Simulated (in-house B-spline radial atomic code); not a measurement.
The numbers below are computed, except where a source is named.
**Te in an electron gas of r_s = 1.65: phase shifts, screening and friction**

A nucleus sits in a uniform electron gas with a rigid positive background. The Kohn-Sham equations are solved self-consistently in the spin-unpolarised LDA (PW92), non-relativistic, on B-splines with outgoing waves at the boundary and partial waves to l = 8. The model has no lattice, no bands and no magnetic solution. Atomic units; δ_l are the phase shifts at the Fermi level, counted so that each bound state adds π, and good to about 0.0005.

The density parameter is r_s = 1.65 bohr.

| l | δ_l (rad) |
| --- | --- |
| 0 | 12.9553 |
| 1 | 10.4991 |
| 2 | 6.8785 |
| 3 | 0.3231 |
| 4 | 0.0458 |
| 5 | 0.0106 |
| 6 | 0.0028 |
| 7 | 0.0008 |
| 8 | 0.0003 |

Bound levels below the band bottom (hartree): d -20.34, s -5.095, p -3.626, d -1.145, s -0.1649 and deeper ones.

**Question.** Check the Friedel sum rule, and say where the screening charge sits.

**Answer.** k_F = (9π/4)^(1/3)/r_s = 1.16313. The rule is Z = (2/π) Σ (2l + 1) δ_l. The terms are s 8.248, p 20.052, d 21.895, f 1.440 and 0.371 beyond, in all 52.005 against Z = 52. Bound states hold 10 s, 18 p, 20 d electrons, so the scattering states carry 4.00 in all; where a term is smaller than its bound count, the bound level has drawn weight out of the band.

**Question.** Find the transport cross section and the electronic stopping of a 2 keV Te ion (mass 127.6 u).

**Answer.** σ_tr = (4π/k_F²) Σ (l + 1) sin²(δ_l − δ_(l+1)). The terms for l = 0 to 3 are 0.4007, 0.4249, 0.2169, 0.2998, all together 1.3487, so σ_tr = 9.289 × 1.3487 = 12.528 bohr². With n = 3/(4π r_s³) = 0.05314, the friction coefficient is Q = n k_F σ_tr = 0.7744. For v well below v_F = 1.163, dE/dx = Q v; with 24801 eV per u at v = 1, v = √(2000/(24801 × 127.6)) = 0.0251, so dE/dx = 0.01947 hartree/bohr = 10 eV/nm. The largest term couples the p and d waves.
